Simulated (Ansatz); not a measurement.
Consider the atomization: `[F][AlH][O][SiH3]` → Al• + F• + 4 H• + O• + Si•.

Isolated molecules relaxed with PBE0-D4/def2-TZVP in Ansatz; ΔE leaves out vibrations. CCSD(T)/CBS is extrapolated from def2-TZVPP and def2-QZVPP, frozen cores. Functionals use def2-TZVPP. B3LYP here is the variant with VWN-RPA as its local correlation; programs differ in this. No spin–orbit coupling; open shells (•) take unrestricted orbitals. Spin–orbit coupling would lower the free atoms: a little for Al, F, O, Si. One conformer a species, not always the lowest.

```
              level  ΔE (kJ/mol)  difference from CCSD(T)/CBS
        LDA (SPW92)       3120.4                        279.5
          revPBE-D4       2723.1                       -117.8
            BLYP-D4       2791.0                        -49.9
          r2SCAN-D4       2815.4                        -25.5
            PBE0-D4       2748.5                        -92.4
           B3LYP-D4       2800.7                        -40.2
         r2SCANh-D4       2795.4                        -45.5
       CAM-B3LYP-D4       2831.4                         -9.5
             B2PLYP       2790.3                        -50.6
           PBE-QIDH       2769.7                        -71.2
             revPBE       2684.9                       -156.0
             r2SCAN       2812.2                        -28.7
               PBE0       2737.2                       -103.7
              B3LYP       2779.0                        -61.9
            r2SCAN0       2762.9                        -78.0
          CAM-B3LYP       2819.8                        -21.1
        HF/def2-SVP       2108.6                       -732.3
       MP2/def2-SVP       2678.5                       -162.4
   CCSD(T)/def2-SVP       2627.4                       -213.5
      HF/def2-TZVPP       2143.3                       -697.6
     MP2/def2-TZVPP       2816.2                        -24.7
    CCSD/def2-TZVPP       2727.5                       -113.4
 CCSD(T)/def2-TZVPP       2757.4                        -83.5
      HF/def2-QZVPP       2154.5                       -686.4
     MP2/def2-QZVPP       2866.7                         25.8
    CCSD/def2-QZVPP       2776.1                        -64.8
 CCSD(T)/def2-QZVPP       2809.2                        -31.7
      MP2/CBS(def2)       2897.4                         56.5
     CCSD/CBS(def2)       2805.4                        -35.5
CCSD(T)/cc-pV(D+d)Z       2561.4                       -279.5
     HF/cc-pV(T+d)Z       2138.5                       -702.4
    MP2/cc-pV(T+d)Z       2809.8                        -31.1
CCSD(T)/cc-pV(T+d)Z       2751.0                        -89.9
    MP2/cc-pV(Q+d)Z       2869.4                         28.5
   CCSD/cc-pV(Q+d)Z       2778.5                        -62.4
CCSD(T)/cc-pV(Q+d)Z       2811.7                        -29.2
         HF/CBS(cc)       2161.6                       -679.3
        MP2/CBS(cc)       2904.5                         63.6
       CCSD/CBS(cc)       2812.1                        -28.8
    CCSD(T)/CBS(cc)       2847.5                          6.6
        CCSD(T)/CBS       2840.9                            0
```

Largest T1 diagnostic among the species: 0.018.

Leaving LDA and LC-ωPBE aside and taking each functional with its dispersion term where it has one, the values spread over 108.3 kJ/mol, from revPBE-D4 to CAM-B3LYP-D4. LDA lies +348.6 kJ/mol from PBE without D4, its usual overbinding. From BLYP to BHLYP (50 % exact exchange), in def2-TZVPP and without D4, ΔE moves by −37.9 kJ/mol: exact exchange takes away binding that semilocal exchange gives to molecules.

CCSD(T)/CBS has its own doubt, a few kJ/mol and more with outer-core shells, so smaller differences from it don't rank the levels.
